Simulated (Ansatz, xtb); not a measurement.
# Relative energy of two structures of C2H9AlOS

Structure I is a singlet given by its coordinates and structure II is a singlet given by its coordinates. Both are isolated molecules in the gas phase, relaxed with PBE0-D4/def2-SVP.

I (Å):

```yaml
atoms:
  - { symbol: C, position_ang: [0.2116, 1.4683, -2.2992] }
  - { symbol: C, position_ang: [-2.4299, 0.4917, 0.2198] }
  - { symbol: Al, position_ang: [-0.8813, 1.5433, 0.8072] }
  - { symbol: O, position_ang: [-0.7766, 3.1552, 0.1549] }
  - { symbol: S, position_ang: [0.8921, 0.6723, -0.8175] }
  - { symbol: H, position_ang: [0.0980, 2.5243, -2.0169] }
  - { symbol: H, position_ang: [0.8985, 1.3484, -3.1460] }
  - { symbol: H, position_ang: [-0.7806, 1.0636, -2.5339] }
  - { symbol: H, position_ang: [0.4931, -0.5973, -1.0554] }
  - { symbol: H, position_ang: [-0.1583, 1.2693, 2.2081] }
  - { symbol: H, position_ang: [-3.3096, 0.7283, 0.8435] }
  - { symbol: H, position_ang: [-2.7198, 0.7058, -0.8229] }
  - { symbol: H, position_ang: [-2.2660, -0.5958, 0.3105] }
  - { symbol: H, position_ang: [-0.3425, 3.8576, 0.6424] }
```

Close contacts (Å): C1–S5 1.81, C2–Al3 1.96, Al3–O4 1.74, Al3–S5 2.56, C1–H6 1.10, C1–H7 1.10, C1–H8 1.10, C2–H11 1.10, C2–H12 1.10, C2–H13 1.10, Al3–H10 1.60, O4–H14 0.96, S5–H9 1.35.

II (Å):

```xyz
14

C    -0.1850    2.7704   -0.6651
C    -0.6164   -0.7773    0.5640
Al   -1.4902   -0.2773   -1.1213
O    -1.3675   -1.4630   -2.3701
S     0.1967    1.4969   -1.8968
H     0.5795    3.5572   -0.6811
H    -1.1545    3.1910   -0.9619
H    -0.2791    2.3330    0.3370
H     1.3021    0.9844   -1.3107
H    -2.7133    0.7643   -1.1647
H    -1.2486   -1.4808    1.1330
H    -0.4112    0.0702    1.2402
H     0.3381   -1.2975    0.3737
H    -1.9109   -1.4389   -3.1589
```

Close contacts (Å): C1–S5 1.81, C2–Al3 1.96, Al3–O4 1.73, Al3–S5 2.57, C1–H6 1.10, C1–H7 1.10, C1–H8 1.10, C2–H11 1.10, C2–H12 1.10, C2–H13 1.10, Al3–H10 1.61, O4–H14 0.96, S5–H9 1.35.

Question: Which of the two would you expect CCSD(T)/def2-SVP + ΔMP2/def2-TZVPP electronic energies to favour?

Answer: CCSD(T)/def2-SVP + ΔMP2/def2-TZVPP gives E(II) − E(I) = +0.57 kcal/mol, slightly favouring structure I, which is too small a margin to settle the true order.

The same difference at several levels:

| level | geometry | E(II) − E(I) (kcal/mol) | departure from the last row (kcal/mol) | job, with rough time for the two |
| --- | --- | --- | --- | --- |
| PBE0-D4/def2-SVP | PBE0-D4/def2-SVP | +1.03 | +0.45 | optimisation, 2.3 min |
| HF/def2-SVP | PBE0-D4/def2-SVP | +0.67 | +0.10 | part of the CCSD(T) run |
| MP2/def2-SVP | PBE0-D4/def2-SVP | +0.74 | +0.17 | part of the CCSD(T) run |
| CCSD(T)/def2-SVP | PBE0-D4/def2-SVP | +0.79 | +0.22 | single point |
| CCSD(T)/def2-SVP + ΔMP2/def2-TZVPP | PBE0-D4/def2-SVP | +0.57 |  | single point, 58 s |

The largest departure from CCSD(T)/def2-SVP + ΔMP2/def2-TZVPP is that of PBE0-D4/def2-SVP, 0.45 kcal/mol. Levels run at GFN2-xTB geometries aren't shown. The last row adds to CCSD(T) the change of the MP2 difference between the two basis sets, here −0.22 kcal/mol.

With thermal terms from frequencies at re-optimised GFN2-xTB minima (ideal gas, soft modes damped towards free rotors, one conformer each, 298.15 K, 1 atm): on the last row, ΔE + ΔZPE = +0.56, ΔH = +0.60, ΔG = +0.47 kcal/mol.

The correlated steps freeze 13 core orbitals. Codes used: Ansatz 0.2.0, xtb 6.7.1; the last row on 2 threads of Arm Neoverse V1 on a shared host.
